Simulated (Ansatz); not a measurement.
`F[Si](F)([SiH3])Br` + H₂O → `O[Si](F)(F)[SiH3]` + HBr at 700 K and 1 bar (formal hydrolysis of the Si–Br bond).

Program: Ansatz. Geometries: PBE0-D4/def2-TZVP. ΔE: electronic, gas phase. CBS: MP2 limit from def2 TZ/QZ plus the TZ coupled-cluster correction, frozen cores. This one scheme is used for every species. For Br outer-core shells are correlated without core-valence functions, which leaves a few kJ/mol of doubt a bond. Scalar relativity is left out up to krypton. Each species was taken in one conformer, which may not be the lowest.

```tsv
species	CCSD(T)/CBS energy (Eh)	H − E (kJ/mol)	S (J/(mol·K))
`F[Si](F)([SiH3])Br`	-3353.04613	162.1	486.6
H₂O	-76.37941	80.5	218.4
`O[Si](F)(F)[SiH3]`	-855.51273	200.0	480.8
HBr	-2573.91920	36.5	223.7
```

H − E and S are ideal-gas, rigid-rotor, harmonic terms from PBE0-D4/def2-TZVP, for one conformer and one mirror image of each species. 1 Eh = 2625.50 kJ/mol, R = 8.31446 J/(mol·K).

Q: By hand: ΔE, ΔH, ΔS and ΔG.

A: ΔE = (-855.51273) + (-2573.91920) − (-3353.04613) − (-76.37941) = -0.00639 Eh = -16.8 kJ/mol. Δ(H − E) = 200.0 + 36.5 − 162.1 − 80.5 = -6.1, so ΔH = -22.9 kJ/mol. ΔS = 480.8 + 223.7 − 486.6 − 218.4 = -0.5 J/(mol·K). ΔG = -22.9 − 700 × (-0.5)/1000 = -22.5 kJ/mol.

Q: By hand: the equilibrium constant, and the temperature at which ΔG would vanish if ΔH and ΔS stayed fixed.

A: log₁₀ K = −ΔG/(RT ln 10) = 1.7. ΔG = 0 at ΔH/ΔS = 45800 K, far beyond where these terms or the molecules hold.

The number of gas molecules stays the same, so ΔS is small and ΔH decides. A doubt of 5 kJ/mol in ΔE shifts log₁₀ K by 0.4 here. Other conformers and mirror images would add mixing entropy, several J/(mol·K) or more a flexible species. These are equilibria of isolated gas molecules and say nothing of rates. Largest T1 diagnostic: 0.013 (customary marks: 0.02 for closed shells, 0.045 for open ones).
